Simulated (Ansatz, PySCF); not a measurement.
C₄H₆BF, SMILES C=C=CB(C)F.

The structure is a stationary point at B3LYP-D3(BJ)/def2-SVP. The structure was generated by enumeration, and PubChem lists no compound with its InChIKey, so it may never have been made. Other conformers were not sampled.

Vertical ionisation energy (IE) and electron affinity (EA) in eV. Rows of orbital energies are one-electron estimates. Where ΔSCF, EOM or ADC give a negative EA the extra electron is unbound and the value depends on the basis.

```
level                                                                         IE     EA
-------------------------------------------------------------------------  -----  -----
−ε(HOMO), −ε(LUMO), HF/def2-TZVP (PySCF)                                   10.35  -2.41
−ε(HOMO), −ε(LUMO), PBE/def2-TZVP (PySCF)                                      …      …
ΔSCF, CAM-B3LYP/def2-TZVPD (Ansatz), final states of multiplicity 2 and 2   9.91  -0.43
ΔSCF, PBE/def2-TZVPD (Ansatz), final states of multiplicity 2 and 2         9.48  -0.32
```

### Question
What belongs in the gaps? (An estimate is asked for; the answer gives what the named calculation found.)

### Answer

- −ε(HOMO), −ε(LUMO), PBE/def2-TZVP (PySCF), IE: 6.48
- −ε(HOMO), −ε(LUMO), PBE/def2-TZVP (PySCF), EA: 2.23

### Question
What vertical singlet–triplet gap does ΔSCF give with CAM-B3LYP/def2-TZVPD (Ansatz, a first-principles code) and with PBE/def2-TZVPD (Ansatz)? (Estimate from the structure and the level; the computed values follow.)

### Answer
4.09 and 4.03 eV (triplet above singlet where positive).
